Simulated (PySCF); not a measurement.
Ground-state electric properties of a mixed set of molecules.

All values: PBE0/pcSseg-1 (PySCF) at GFN2-xTB geometries, gas phase, one conformer each.

Task: Rank by the lowest IAO charge on any atom, lowest value first.
A. `P[SiH2]S[SiH2]CC=C`
B. `C=N[SiH]1SCCS1`
C. `CO[C@]1(C(F)(F)Cl)CO1`
D. `COC(=O)OC1=CC1`
E. `C1[C@H]([Si@@H]1C)[SiH](O)O`

Result: E (-0.803 e), A (-0.551 e), B (-0.523 e), D (-0.477 e), C (-0.388 e).

Task: Rank by HOMO energy, lowest first.
A. `COC(=O)OC1=CC1`
B. `CO[C@]1(C(F)(F)Cl)CO1`
C. `C[Si@@H]1C[C@H]1[SiH](O)O`
D. `C(C[SiH2]S[SiH2]P)=C`

Result: B (-8.62 eV), D (-7.11 eV), A (-6.95 eV), C (-6.66 eV).

Task: Rank by the highest Hirshfeld charge on any atom, lowest value first.
A. `C[Si@@H]1C[C@H]1[SiH](O)O`
B. `S([SiH2]CC=C)[SiH2]P`
C. `COC(=O)OC1=CC1`
D. `CO[C@]1(C(F)(F)Cl)CO1`

Result: D (+0.200 e), C (+0.273 e), B (+0.321 e), A (+0.445 e).

All values together:

```csv
SMILES,formula,μ (D),HOMO (eV),LUMO (eV),lowest IAO charge (e),highest IAO charge (e),lowest Hirshfeld charge (e),highest Hirshfeld charge (e)
C=N[SiH]1SCCS1,C3H7NS2Si,0.89,-6.88,-1.34,-0.523 (N),+0.857 (Si),-0.232 (N),+0.324 (Si)
C=CC[SiH2]S[SiH2]P,C3H11PSSi2,1.72,-7.11,-0.15,-0.551 (C),+0.677 (Si),-0.180 (S),+0.321 (Si)
COC(=O)OC1=CC1,C5H6O3,1.54,-6.95,0.04,-0.477 (O),+0.671 (C),-0.259 (O),+0.273 (C)
C[Si@@H]1C[C@H]1[SiH](O)O,C3H10O2Si2,1.46,-6.66,0.77,-0.803 (O),+1.344 (Si),-0.322 (O),+0.445 (Si)
CO[C@]1(C(F)(F)Cl)CO1,C4H5ClF2O2,1.56,-8.62,0.42,-0.388 (O),+0.531 (C),-0.150 (O),+0.200 (C)
```

Conformers: `[CH2:1]=[N:2][SiH:3]1[S:4][CH2:5][CH2:6][S:7]1` with C1–N2–Si3–S4 127°, N2–Si3–S4–C5 123°, Si3–S4–C5–C6 -42°, S4–C5–C6–S7 61°, C5–C6–S7–Si3 -42°; `[CH2:1]=[CH:2][CH2:3][SiH2:4][S:5][SiH2:6][PH2:7]` with C1–C2–C3–Si4 -15°, C2–C3–Si4–S5 -53°, C3–Si4–S5–Si6 -38°, Si4–S5–Si6–P7 -45°, S5–Si6–P7–H -165° and -72°; `[CH3:1][O:2][C:3](=[O:4])[O:5][C:6]1=[CH:7][CH2:8]1` with C1–O2–C3–O4 1°, O2–C3–O5–C6 -179°, C3–O5–C6–C7 2°; `[CH3:1][Si@@H:2]1[CH2:3][C@H:4]1[SiH:5]([OH:6])[OH:7]` with C3–C4–Si5–O6 -73°, C4–Si5–O6–H 52°, C4–Si5–O7–H 151°; `[CH3:1][O:2][C@:3]1([C:4]([F:5])([F:6])[Cl:7])[CH2:8][O:9]1` with C1–O2–C3–C4 -78°, O2–C3–C4–F5 -171°.
